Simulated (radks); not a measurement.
Q: The copper ion Cu+, configuration [Ar] 3d10. Calculated with a radial shooting solver on a logarithmic mesh with Libxc functionals: Dirac Kohn-Sham, BLYP, spin-unpolarised, spherical densities, finite nucleus; Fermi nuclear charge, rms radius 3.8823 fm. Some entries of the table are withheld. Estimate them.

orbital  occ.  eigenvalue (Ry)  <1/r> (bohr^-1)  <r> (bohr)
1s1/2       2              (1)              (2)     0.05213
2s1/2       2              (3)            6.358      0.2350
2p1/2       2        -69.04284              (4)         (5)
2p3/2       4        -67.53477              (6)         (7)
3s1/2       2         -9.05355            2.002      0.7125
3p1/2       2         -6.06239            1.866      0.7430
3p3/2       4         -5.87255            1.832      0.7539
3d3/2       4         -1.02058            1.388       1.012
3d5/2       6         -1.00049            1.377       1.022

A: 
(1) 1s1/2 eigenvalue (Ry): -651.2139
(2) 1s1/2 <1/r> (bohr^-1): 29.16
(3) 2s1/2 eigenvalue (Ry): -78.70310
(4) 2p1/2 <1/r> (bohr^-1): 6.315
(5) 2p1/2 <r> (bohr): 0.2041
(6) 2p3/2 <1/r> (bohr^-1): 6.174
(7) 2p3/2 <r> (bohr): 0.2074
